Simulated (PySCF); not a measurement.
SMILES OB([SiH2]CC#N)O (C2H6BNO2Si) (GFN2-xTB optimised geometry):

```
13

N      2.186    -2.273     0.000
C      1.038    -2.273     0.000
C     -0.373    -2.135     0.000
Si    -0.800    -0.297     0.502
B      0.510     0.985    -0.250
O      1.822     0.771    -0.501
O      0.035     2.225    -0.510
H     -0.750    -2.357    -0.998
H     -0.816    -2.842     0.699
H     -2.206    -0.167     0.088
H     -0.832    -0.355     1.977
H      2.206    -0.094    -0.338
H      0.687     2.842    -0.852
```

Level of theory: CAM-B3LYP/def2-TZVP (PySCF 2.14.0).

Problem. What are the frontier orbital energies and the dipole moment?

Solution. HOMO-2 -11.01 eV, HOMO-1 -10.45 eV, HOMO -10.03 eV, LUMO 0.34 eV, LUMO+1 1.12 eV; dipole moment 2.41 D.

On the same geometry PBE/def2-TZVP (PySCF) gives HOMO-2 -7.89 eV, HOMO-1 -7.74 eV, HOMO -7.34 eV, LUMO -1.62 eV, LUMO+1 -0.74 eV; dipole moment 2.27 D.

Meta-Löwdin charges at CAM-B3LYP/def2-TZVP: N1 -0.28, C2 0.14, C3 -0.46, Si4 0.51, B5 0.27, O6 -0.52, O7 -0.52, H8 0.16, H9 0.16, H10 -0.09, H11 -0.09, H12 0.36, H13 0.35.
